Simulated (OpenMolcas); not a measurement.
**Mn3+, Tc3+, Re3+: d⁴ down the group**

```
Program             : OpenMolcas
Method              : RASSCF
Basis               : ANO-RCC-VQZP
Scalar Hamiltonian  : DKH2, point nucleus
Spin-orbit coupling : state interaction with AMFI integrals over the reference wave functions, term energies averaged over their components
```

Active space for each ion: 10 electrons in 8 orbitals (RAS1 p, at most 2 holes; RAS2 d).

Computed levels in cm-1 above ⁵D₀:

```tsv
Level	Mn3+	Tc3+	Re3+
⁵D₁	104	344	2907
⁵D₂	306	948	5844
⁵D₃	597	1732	8430
⁵D₄	969	2641	10581
³P₀(1)	22190	16165	17030
³P₁(1)	22805	18010	23269
³P₂(1)	23899	20681	29337
³H₄	25638	19204	20198
³H₅	25867	20122	24718
weight of ⁵D in the lowest level (%)	100	98	74
```

Mixed levels, with the weight of the term that names them: Re3+ ⁵D₀ (74 %), Re3+ ³P₀(1) (61 %), Re3+ ³P₂(1) (63 %), Re3+ ³H₄ (57 %).

Measured, with the error of the calculation in %. Measured levels: Mn3+ from Corliss and Sugar, J. Phys. Chem. Ref. Data 6, 1253 (1977); Re3+ from the list in Brasseur, Gamrath and Quinet, At. Data Nucl. Data Tables 157, 101636 (2024).

| Level | Mn3+ | Re3+ |
| --- | --- | --- |
| ⁵D₁ | 99.0 (+4.6) | 3084 (-5.8) |
| ⁵D₂ | 287 (+6.5) | 5979 (-2.3) |
| ⁵D₃ | 552 (+8.2) | 8350 (+1.0) |
| ⁵D₄ | 886 (+9.4) | 10121 (+4.5) |
| ³P₀(1) | 20654 (+7.4) |  |
| ³P₁(1) | 21279 (+7.2) | 19340 (+20.3) |
| ³P₂(1) | 22325 (+7.0) |  |
| ³H₄ | 21281 (+20.5) | 16946 (+19.2) |
| ³H₅ | 21475 (+20.5) | 20930 (+18.1) |

The fine-structure level ⁵D₄ changes by a factor of 10.9 from Mn3+ to Re3+.

Without spin-orbit coupling ³P(1) lies 22737, 17486, 16906 cm-1 above ⁵D in that order; the difference to the level ³P₀(1), of either sign, comes from spin-orbit coupling, which also lowers the zero.

Without dynamic correlation excited terms often stand tens of per cent too high (terms of higher spin than the ground term too low), and those without a measured partner can miss by more than the paired ones. Active for correlation alone: 3p; no level in the range computed is led by a configuration that opens it, so any true level of that kind is missing (holds for Mn3+). Active for correlation alone: 4p; no level in the range computed is led by a configuration that opens it, so any true level of that kind is missing (holds for Tc3+). Active for correlation alone: 5p; no level in the range computed is led by a configuration that opens it, so any true level of that kind is missing (holds for Re3+). Measured partners are found by configuration, term and J. A level has none where our copy of the source lacks it or the pairing is in doubt (some pairs that miss far off the trend of their configuration count as doubtful), and it then counts in no deviation. Levels of configurations outside the active space are missing.

A number in round brackets counts repeated terms of one configuration in the order of the reference energies.
